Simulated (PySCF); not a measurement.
Nb(OH)4(SH) (H₅NbO₄S), SMILES [Nb]([OH])([OH])([OH])([OH])[SH], multiplicity 1.

Coordinates come from a PBE0-D3(BJ)/def2-SVP optimisation. The multiplicity is an assumed one; other spin states were not compared. The def2 effective core potentials stand for the cores of Nb; spin–orbit coupling is left out. One conformer was computed; it need not be the lowest.

All values below come from PySCF with TDA-ωB97X/def2-SVPD.

Vertical excitations. Gas-phase values at a fixed geometry.

```json
[
 {"state": "S1", "energy (eV)": "4.64", "λ (nm)": "267", "f": "0.002", "main pairs": "HOMO→LUMO 97 %"},
 {"state": "S2", "energy (eV)": "4.98", "λ (nm)": "249", "f": "0.001", "main pairs": "HOMO→LUMO+1 88 %"},
 {"state": "S3", "energy (eV)": "5.22", "λ (nm)": "238", "f": "0.021", "main pairs": "HOMO−1→LUMO 84 %"},
 {"state": "S4", "energy (eV)": "5.30", "λ (nm)": "234", "f": "0.002", "main pairs": "HOMO→LUMO+2 95 %"},
 {"state": "S5", "energy (eV)": "5.34", "λ (nm)": "232", "f": "0.000", "main pairs": "HOMO−1→LUMO+1 93 %"},
 {"state": "S6", "energy (eV)": "5.70", "λ (nm)": "218", "f": "0.004", "main pairs": "HOMO→LUMO+4 61 %, HOMO−1→LUMO+2 34 %"},
 {"state": "S7", "energy (eV)": "6.18", "λ (nm)": "201", "f": "0.002", "main pairs": "HOMO−1→LUMO+4 81 %"},
 {"state": "S8", "energy (eV)": "6.21", "λ (nm)": "199", "f": "0.000", "main pairs": "HOMO−2→LUMO 73 %, HOMO−3→LUMO 13 %"},
 {"state": "S9", "energy (eV)": "6.34", "λ (nm)": "195", "f": "0.020", "main pairs": "HOMO→LUMO+3 58 %, HOMO→LUMO+6 11 %"},
 {"state": "S10", "energy (eV)": "6.39", "λ (nm)": "194", "f": "0.005", "main pairs": "HOMO−3→LUMO 41 %, HOMO−4→LUMO 40 %"},
 {"state": "T1", "energy (eV)": "4.55", "λ (nm)": "272", "f": "0", "main pairs": "HOMO→LUMO 96 %"},
 {"state": "T2", "energy (eV)": "4.81", "λ (nm)": "258", "f": "0", "main pairs": "HOMO−1→LUMO 82 %"},
 {"state": "T3", "energy (eV)": "4.91", "λ (nm)": "252", "f": "0", "main pairs": "HOMO→LUMO+1 79 %"},
 {"state": "T4", "energy (eV)": "5.03", "λ (nm)": "247", "f": "0", "main pairs": "HOMO→LUMO+2 87 %"}
]
```
Triplets are in the Tamm–Dancoff approximation.
